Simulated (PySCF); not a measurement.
Species: C5H2FNO2.
Numbering: `[N:1]#[C:2][C@@H:3]([F:4])[C:5]#[C:6][C:7](=[O:8])[OH:9]` (hydrogens: H10 on C3; H11 on O9)

Structure used (PBE0-D3(BJ)/def2-SVP), in Å, numbered top down from 1:
```xyz
11
C5H2FNO2 angstrom
N     -3.045    1.183    1.605
C     -2.526    0.549    0.790
C     -1.888   -0.277   -0.250
F     -2.328    0.110   -1.483
C     -0.433   -0.196   -0.148
C      0.773   -0.157   -0.060
C      2.215   -0.141    0.124
O      2.761   -0.598    1.090
O      2.838    0.436   -0.900
H     -2.199   -1.326   -0.086
H      3.788    0.408   -0.704
```

Computed with PySCF at CAM-B3LYP/def2-SVPD, non-relativistic, on one gas-phase PBE0-D3(BJ)/def2-SVP geometry that isn't relaxed in the solvent. The solvent is an IEF-PCM continuum (Bondi radii, 1.10 Å for H, scaled by 1.2), and excitations are vertical TDDFT with non-equilibrium linear response and a frozen core. Specific hydrogen bonds and non-electrostatic terms are outside this model.

Gas-phase singlets (H = HOMO, L = LUMO):

```json
{"state": "S1", "E (eV)": "5.055", "λ (nm)": "245", "f": "0.000", "leading configurations": "H→L 92%"}
{"state": "S2", "E (eV)": "5.856", "λ (nm)": "212", "f": "0.016", "leading configurations": "H-2→L 37%, H-1→L 36%"}
{"state": "S3", "E (eV)": "6.015", "λ (nm)": "206", "f": "0.021", "leading configurations": "H-2→L 46%, H-1→L 25%"}
{"state": "S4", "E (eV)": "6.257", "λ (nm)": "198", "f": "0.002", "leading configurations": "H-1→L+1 78%"}
{"state": "S5", "E (eV)": "7.034", "λ (nm)": "176", "f": "0.020", "leading configurations": "H-4→L+1 50%, H-4→L 18%"}
```

Problem. Give the list for cyclohexane (ε = 2.017), n² = 2.04.

Solution. 
```
state  E (eV)  λ (nm)      f   leading configurations  change by rank (eV)
   S1   5.090     244  0.000                  H→L 91%               +0.035
   S2   5.839     212  0.029     H-1→L 45%, H-2→L 28%               -0.017
   S3   6.019     206  0.025     H-2→L 56%, H-1→L 20%               +0.004
   S4   6.254     198  0.003  H-1→L+1 79%, H-1→L+5 8%               -0.003
   S5   7.058     176  0.041   H-4→L+1 49%, H-4→L 19%               +0.024
```

Problem. Give the list for acetone (ε = 20.49), n² = 1.85.

Solution. 
```tsv
state	E (eV)	λ (nm)	f	leading configurations	change by rank (eV)
S1	5.140	241	0.000	H→L 90%	+0.085
S2	5.833	213	0.032	H-1→L 49%, H-2→L 22%	-0.023
S3	6.047	205	0.021	H-2→L 62%, H-1→L 15%	+0.032
S4	6.261	198	0.005	H-1→L+1 79%, H-1→L+5 9%	+0.004
S5	7.099	175	0.046	H-4→L+1 48%, H-4→L 21%	+0.065
```

Problem. The ground-state energy changes by -0.468 eV from gas to acetone. By how much does the total energy of gas-phase S1 change?

Solution. E(S1) = E(S0) + excitation energy, so it changes by -0.468 + 0.085 = -0.383 eV: it is lowered less than the ground state, which is what a blue shift means. This is the vertical state, with the slow part of the continuum still set for S0.

Problem. How do the frontier levels move from gas to acetone?

Solution. 
```csv
orbital,gas (eV),solvent (eV),change (eV),"Löwdin shares, gas","Löwdin shares, solvent"
LUMO+2,0.64,1.02,+0.38,"O9 21 %, C7 16 %, C6 12 %, H11 11 %","C7 15 %, C6 14 %, C2 14 %, C5 13 %"
LUMO+1,-0.44,-0.20,+0.24,"C6 17 %, C3 16 %, C5 15 %, N1 13 %","C6 16 %, C3 15 %, C5 14 %, N1 14 %"
LUMO,-1.07,-0.83,+0.24,"C7 22 %, C5 20 %, O8 18 %, C6 17 %","C7 21 %, C5 19 %, O8 17 %, C6 16 %"
HOMO,-10.52,-10.34,+0.18,"O8 45 %, C5 19 %, C6 18 %, O9 6 %","O8 39 %, C5 23 %, C6 22 %, O9 6 %"
HOMO-1,-10.83,-10.57,+0.26,"C6 35 %, C5 33 %, O8 13 %, C7 6 %","C6 36 %, C5 34 %, O8 12 %, C7 6 %"
HOMO-2,-11.47,-11.27,+0.20,"O8 27 %, C6 24 %, C5 21 %, C7 8 %","O8 32 %, C6 23 %, C5 20 %, C7 9 %"
HOMO-3,-11.89,-11.62,+0.27,"O9 46 %, O8 31 %, C7 11 %","O9 50 %, O8 33 %, C7 11 %"
```

The HOMO–LUMO gap goes from 9.45 to 9.51 eV. Rows go by rank; for LUMO+2 the atom shares or the degeneracy differ between the runs, so the row needn't follow one orbital.
